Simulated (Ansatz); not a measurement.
Gas-phase electronic energies from Ansatz, PBE0-D4/def2-TZVP geometries. CCSD(T)/CBS adds triple-zeta CCSD(T) − MP2 to the extrapolated MP2 energy (def2 sets, frozen cores). This one scheme is used for every species. Functionals use def2-TZVPP. B3LYP here is the variant with VWN-RPA as its local correlation; programs differ in this. HSE06 is defined as in plane-wave codes. For Se outer-core shells are correlated without core-valence functions, which leaves a few kJ/mol of doubt a bond. Scalar relativity is left out up to krypton. One conformer a species, not always the lowest.

Reaction (ligand exchange at the Al–Se bond): `[F][Al]([Cl])[SeH]` + H₂S → `[F][Al]([SH])[Cl]` + H₂Se

`[F][Al]([Cl])[SeH]`:

```xyz
5

F     1.038   -0.177    1.476
Al    0.136   -0.544    0.158
Cl   -0.133   -2.534   -0.366
Se   -0.812    1.126   -1.086
H    -0.230    2.129   -0.182
```

H₂S:

Cartesian coordinates in Å:
```
S 0.229 -0.406 0.408
H -0.730 -0.470 -0.527
H 0.501 0.876 0.119
```

`[F][Al]([SH])[Cl]`:

Z-matrix (Å, degrees):
```
Al
F 1 1.637
Cl 1 2.076 2 119.2
S 1 2.155 2 118.4 3 -180.0
H 4 1.345 1 91.8 2 179.9
```

H₂Se:

Cartesian coordinates in Å:
```
Se 0.603 0.124 -0.300
H -0.593 -0.639 -0.675
H -0.009 0.515 0.974
```

| level | ΔE (kJ/mol) | difference from CCSD(T)/CBS |
| --- | --- | --- |
| LDA (SPW92) | 5.0 | -3.3 |
| PBE-D4 | 5.9 | -2.4 |
| revPBE-D4 | 5.2 | -3.1 |
| BLYP-D4 | 4.9 | -3.4 |
| B97M-V | 0.8 | -7.5 |
| PBE0-D4 | 6.7 | -1.6 |
| B3LYP-D4 | 5.8 | -2.5 |
| r2SCANh-D4 | 5.6 | -2.7 |
| r2SCAN0-D4 | 6.2 | -2.1 |
| HSE06-D4 | 6.8 | -1.5 |
| BHLYP-D4 | 7.3 | -1.0 |
| ωB97M-V | 5.5 | -2.8 |
| B2PLYP | 6.1 | -2.2 |
| PBE-QIDH | 7.3 | -1.0 |
| PBE | 5.7 | -2.6 |
| revPBE | 5.7 | -2.6 |
| BLYP | 4.7 | -3.6 |
| PBE0 | 6.5 | -1.8 |
| B3LYP | 5.4 | -2.9 |
| r2SCANh | 5.6 | -2.7 |
| r2SCAN0 | 6.2 | -2.1 |
| HSE06 | 6.5 | -1.8 |
| BHLYP | 6.1 | -2.2 |
| CAM-B3LYP | 4.7 | -3.6 |
| LC-ωPBE | 5.2 | -3.1 |
| RPA@PBE/def2-TZVPP | 6.7 | -1.6 |
| HF/def2-SVP | 6.6 | -1.7 |
| MP2/def2-SVP | 7.1 | -1.2 |
| CCSD/def2-SVP | 5.8 | -2.5 |
| CCSD(T)/def2-SVP | 5.7 | -2.6 |
| HF/def2-TZVPP | 7.2 | -1.1 |
| MP2/def2-TZVPP | 7.9 | -0.4 |
| SCS-MP2/def2-TZVPP | 7.3 | -1.0 |
| CCSD/def2-TZVPP | 7.0 | -1.3 |
| CCSD(T)/def2-TZVPP | 6.8 | -1.5 |
| HF/def2-QZVPP | 7.2 | -1.1 |
| MP2/def2-QZVPP | 8.7 | 0.4 |
| SCS-MP2/def2-QZVPP | 7.8 | -0.5 |
| HF/CBS(def2) | 7.2 | -1.1 |
| MP2/CBS(def2) | 9.4 | 1.1 |
| CCSD(T)/CBS | 8.3 | 0 |

Largest T1 diagnostic among the species: 0.011.

Leaving LDA and LC-ωPBE aside and taking each functional with its dispersion term where it has one, the values spread over 6.6 kJ/mol, from B97M-V to BHLYP-D4.
